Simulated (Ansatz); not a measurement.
`OC(O)O[SiH3]` + `[OH][MgH]` → `[MgH][O][SiH3]` + `OC(O)O`  (ligand exchange at the Si–O bond)

Computed with Ansatz on PBE0-D4/def2-TZVP structures; ΔE is electronic, products minus reactants. CBS: MP2 limit from def2 TZ/QZ plus the TZ coupled-cluster correction, frozen cores. DFT in def2-TZVPP. For Mg outer-core shells are correlated without core-valence functions, which leaves a few kJ/mol of doubt a bond. Each species was taken in one conformer, which may not be the lowest.

Q: Is it downhill or uphill in electronic energy at CCSD(T)/CBS, and by how much? (Estimate.)

A: Ansatz gave: Downhill: ΔE = -36.9 kJ/mol.

Q: What do these levels give: ωB97M-V, CCSD/def2-TZVPP, HF/def2-QZVPP, MP2/def2-QZVPP, MP2/CBS(def2), CCSD/CBS(def2)? (An estimate is asked.)

A: Ansatz gave: ωB97M-V -34.0, CCSD/def2-TZVPP -39.5, HF/def2-QZVPP -45.1, MP2/def2-QZVPP -35.9, MP2/CBS(def2) -35.0, CCSD/CBS(def2) -37.8 kJ/mol.

Largest T1 diagnostic among the species: 0.012.

In def2-TZVPP, CCSD(T) changes the Hartree–Fock value by +5.8 kJ/mol (the triples alone add +0.9 kJ/mol) and MP2 by +7.7 kJ/mol. The D4 term adds +3.7 kJ/mol with B3LYP and +2.2 kJ/mol with PBE0; it sums over pairs of atoms, weighted by their polarisabilities, and B3LYP, whose exchange is more repulsive, gets the larger term.

B3LYP here is the variant with VWN-RPA as its local correlation; programs differ in this.
